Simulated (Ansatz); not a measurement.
Isolated molecules relaxed with PBE0-D4/def2-TZVP in Ansatz; ΔE leaves out vibrations. CBS: MP2 limit from def2 TZ/QZ plus the TZ coupled-cluster correction, frozen cores. DFT in def2-TZVPP. B3LYP here is the variant with VWN-RPA as its local correlation; programs differ in this. For Ga, Mg outer-core shells are correlated without core-valence functions, which leaves a few kJ/mol of doubt a bond. Scalar relativity is left out up to krypton. Each species was taken in one conformer, which may not be the lowest.

Consider the substitution at a C–O bond: `C[O][Ga]([OH])[SH]` + `[OH][Mg][F]` → `C[O][Mg][F]` + `[OH][Ga]([OH])[SH]`.

```csv
level,ΔE (kJ/mol),difference from CCSD(T)/CBS
PBE-D4,-2.3,-0.8
ωB97X-V,-1.7,-0.2
ωB97M-V,-1.8,-0.3
PBE,-4.8,-3.3
r2SCAN,-2.9,-1.4
PBE0,-5.1,-3.6
B3LYP,-5.3,-3.8
HF/def2-TZVPP,-6.2,-4.7
SCS-MP2/def2-TZVPP,-1.5,0.0
CCSD/def2-TZVPP,-1.9,-0.4
CCSD(T)/def2-TZVPP,-1.0,0.5
MP2/def2-QZVPP,-0.9,0.6
SCS-MP2/def2-QZVPP,-2.2,-0.7
HF/CBS(def2),-7.0,-5.5
MP2/CBS(def2),-0.9,0.6
CCSD/CBS(def2),-2.4,-0.9
CCSD(T)/CBS,-1.5,0
```

Largest T1 diagnostic among the species: 0.014.

The D4 term adds +4.1 kJ/mol with B3LYP and +2.3 kJ/mol with PBE0; it sums over pairs of atoms, weighted by their polarisabilities, and B3LYP, whose exchange is more repulsive, gets the larger term. In def2-TZVPP, CCSD(T) changes the Hartree–Fock value by +5.1 kJ/mol (the triples alone add +0.9 kJ/mol) and MP2 by +5.8 kJ/mol.

CCSD(T)/CBS has its own doubt, a few kJ/mol and more with outer-core shells, so smaller differences from it don't rank the levels.
